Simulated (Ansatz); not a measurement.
`O[SiH](F)[SiH2]` radical, charge 0, multiplicity 2.

Problem. Give a relaxed structure at PBE0-D4/def2-TZVP (Ansatz). (Estimate.)

Solution. Computed: 
Z-matrix (Å, degrees):
```
Si
F 1 1.601
Si 1 2.333 2 105.6
O 1 1.636 2 110.0 3 124.5
H 1 1.478 2 108.1 3 -121.4
H 3 1.489 1 115.0 2 50.4
H 3 1.488 1 114.6 2 179.7
H 4 0.958 1 118.7 2 -72.4
```
